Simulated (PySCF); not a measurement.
## Dipole response of Ti²⁺ (titanium, charge +2)

[Ar] 3d2, high-spin 3F determinant. All numbers are calculated (PySCF 2.14, the non-relativistic Hamiltonian (point nucleus), in aug-cc-pwCVTZ (10s9p7d4f3g, 127 functions)). Coupled (time-dependent) response in atomic units; α is the mean over directions.

```json
{"method": "UHF", "mean α (bohr³)": "4.228", "C₆ (like pair)": "12.92", "S(−4)": "11.46"}
{"method": "PBE", "mean α (bohr³)": "5.184", "C₆ (like pair)": "15.54", "S(−4)": "25.08"}
```

S(−4) is the Cauchy moment in α(ω) = α(0) + S(−4) ω² + …

α(iu) at PBE:

```
u (hartree)  α(iu) (bohr³)
          0          5.184
     0.0500          5.123
      0.100          4.956
      0.200          4.463
      0.300          3.964
      0.500          3.204
      0.750          2.569
       1.00          2.113
       1.50          1.483
       2.00          1.083
       3.00         0.6383
       5.00         0.2963
```

A single London oscillator, α(iu) = α/(1 + u²/ω²), gives C₆ = (3/4) ω α². Matching the computed C₆ needs ω = 4 × 15.54 / (3 × 5.184²) = 0.771 hartree.

For an ion, C₆ is the dispersion term alone; charge-induced terms of lower order in 1/R come first.
